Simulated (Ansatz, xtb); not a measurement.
H4InSi2: where a starting geometry ends

The starting geometry of this gas-phase doublet was built from a drawn formula by distance geometry; its bonds are those of `[H]/[Si]=[SiH]\[InH2]`.

```yaml
atoms:
  - { symbol: In, position_ang: [-0.9805, -1.5927, -1.7509] }
  - { symbol: Si, position_ang: [-0.2332, 1.8273, 0.0620] }
  - { symbol: Si, position_ang: [-1.1718, 0.0442, 0.3992] }
  - { symbol: H, position_ang: [0.2956, 2.0777, -1.2959] }
  - { symbol: H, position_ang: [-2.4149, -0.0738, 1.0970] }
  - { symbol: H, position_ang: [-2.0830, -2.6393, -1.9503] }
  - { symbol: H, position_ang: [-0.4314, -0.7345, -3.1216] }
```

Problem. Where would you expect an optimisation with r2SCAN-D4/def2-SVP to take it?

Solution. A new bond forms, giving a structure given below by its coordinates. Distances that change by over a tenth: In1–H6 (1.53 → 1.73 Å). Contacts that close: In1–Si2 (3.94 → 2.75 Å).

The energy falls by 1.34 eV over 16 steps:

```
step  E − E(last) (eV)
   1             1.337
   3             0.242
   4             0.192
   6             0.147
   8             0.075
   9             0.047
  11             0.023
  13             0.002
  14             0.002
  16             0.000
```

Final geometry (Å):

```
atom    x (Å)    y (Å)    z (Å)
  In  -1.0862  -0.9392  -1.7995
  Si  -0.8349   1.5672  -0.6997
  Si  -0.9788  -0.0772   0.8083
   H   0.6305   1.7140  -1.0578
   H  -2.4529  -0.3057   1.0768
   H  -1.9894  -2.3934  -1.5742
   H  -0.3075  -0.6567  -3.3143
```

From the same start GFN2-xTB reaches the same bonding as this run.

The end wasn't checked by frequencies. Open shells are spin-unrestricted. Atoms past krypton carry core potentials, without spin–orbit terms. Run with Ansatz 0.2.0, 74 s on 1 thread of AMD EPYC 9R45 96-Core Processor (Zen 5) (shared host).
